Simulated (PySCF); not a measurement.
Name the molecule from its bond curve

A diatomic of charge 0 contains Bi. Its triplet curve at UHF-MP2 in a triple-zeta basis (scalar-relativistic core potentials, PySCF), in eV from the separated fragments:

```
R (Å)  E (eV)
1.545  -1.606
1.616  -1.877
1.688  -2.025
1.742  -2.073
1.796  -2.079
1.850  -2.050
1.922  -1.969
2.011  -1.812
2.119  -1.555
2.263  -1.155
```

The fit gives ωe = 1860 cm⁻¹ and the rotational constant Bₑ = 5.325 cm⁻¹.

Q: Which atom is the partner?

A: The minimum lies at 1.777 Å, so the reduced mass is 16.8576 u Å² cm⁻¹/(Bₑ·Re²) = 1.003 u. With Bi at 208.98 u the partner weighs about 1.0 u: H. The molecule is BiH.

Correlated steps freeze 4 core orbitals. These are scalar-relativistic numbers at best; spin–orbit coupling would shift them, the dissociation energy most. The state was picked by a PBE0 search and need not be the measured ground state.
